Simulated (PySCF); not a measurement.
The numbers are results of M06-2X/def2-TZVP // B3LYP-D3(BJ)/def2-TZVP run with PySCF 2.14.0, not measurements. All species are isolated molecules in the gas phase. One relaxed conformer stands for a flexible species; it need not be the lowest. Delta-SCF ions had no search for a lower state. Excitations are Tamm–Dancoff values on a coarser integration grid. The basis has no diffuse functions, so Rydberg states are missing or too high.

Reference species (SMILES): `BCBO` (neutral, multiplicity 1).

* **vertical ionisation energy (Delta-SCF)**: 11.20 eV
* **LUMO**: -0.63 eV
* **T1 excitation (TDA)**: 5.19 eV
* **S1 excitation (TDA)**: 5.72 eV

Changed species: `B(CO)B`.

Question: Predict the effect on the vertical ionisation energy (Delta-SCF), LUMO, T1 excitation (TDA) and S1 excitation (TDA).

Answer: the vertical ionisation energy (Delta-SCF) falls by 0.85 eV, to 10.35 eV; the LUMO drops by 0.26 eV, to -0.89 eV; the T1 excitation (TDA) decreases by 1.08 eV, to 4.11 eV; the S1 excitation (TDA) decreases by 0.99 eV, to 4.73 eV.
